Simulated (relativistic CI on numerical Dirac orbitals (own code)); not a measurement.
Method of calculation: Dirac-Coulomb-Breit CI, orbitals from a KLI potential per configuration, QED by a radiative potential, unscaled Slater integrals (own radial code, finite nucleus).

Configurations in the expansion (outside the closed core [Ar]): 3d¹⁰4s², 3d¹⁰4s4p, 3d¹⁰4p², 3d¹⁰4s4d, 3d¹⁰4d², 3d¹⁰4s4f, 3d¹⁰4p4d, 3d¹⁰4f², 3d¹⁰4p4f, 3d¹⁰4d4f, 3d¹⁰4s5s, 3d¹⁰4s5p, 3d¹⁰4s5d, 3d¹⁰4s5f, 3d¹⁰4s5g, 3d¹⁰4s6s, 3d¹⁰4s6p, 3d¹⁰4s6d, 3d¹⁰4s6f, 3d¹⁰4s7s, 3d⁹4s²4p, 3d⁹4s²4d, 3d⁹4s²4f, 3d⁹4s²5s, 3d⁹4s²5p, 3d⁹4s²5d. Double excitations out of closed p, d and f shells are left out; levels of such configurations are missing from the list, as are those of other unlisted configurations, and high levels can miss mixing partners. These lack a partner that the ground configuration has and come out too high: 3d⁹4s²4p, 3d⁹4s²4d, 3d⁹4s²4f, 3d⁹4s²5s, 3d⁹4s²5p.

At this charge energies of transitions that change n are usually good to better than 1 %, and those within a shell (Δn = 0) to a few per cent.

Outline of the computed level scheme of Pm XXXII. Lowest level of each configuration: 3d¹⁰4s² ¹S0 at 0.000 eV; 3d¹⁰4s4p ³P°0 at 58.982 eV; 3d¹⁰4p² ³P0 at 136.726 eV; 3d¹⁰4s4d ³D1 at 208.618 eV; 3d¹⁰4p4d ³F°2 at 270.859 eV; 3d¹⁰4s4f ³F°2 at 336.437 eV; 3d¹⁰4p4f ³G3 at 401.812 eV; 3d¹⁰4d² ³F2 at 423.479 eV.

Some strong electric-dipole decays among the lowest 45 levels: 3d¹⁰4p4d ³D°1 → 3d¹⁰4p² ³P0 (4.1e+11 s⁻¹); 3d¹⁰4d² ³F2 → 3d¹⁰4p4d ³D°1 (4.0e+11 s⁻¹); 3d¹⁰4s4f ¹F°3 → 3d¹⁰4s4d ¹D2 (3.9e+11 s⁻¹); 3d¹⁰4s4d ¹D2 → 3d¹⁰4s4p ¹P°1 (3.4e+11 s⁻¹); 3d¹⁰4p4d ³D°3 → 3d¹⁰4p² ¹D2 (3.2e+11 s⁻¹); 3d¹⁰4d² ³P1 → 3d¹⁰4p4d ³P°2 (2.8e+11 s⁻¹); 3d¹⁰4s4f ³F°4 → 3d¹⁰4s4d ³D3 (2.5e+11 s⁻¹); 3d¹⁰4s4d ³D2 → 3d¹⁰4s4p ³P°1 (2.5e+11 s⁻¹).

LS names give the leading component of a level, which can be under half, so a name can repeat, a term be missing and a line seem to break the LS rules.
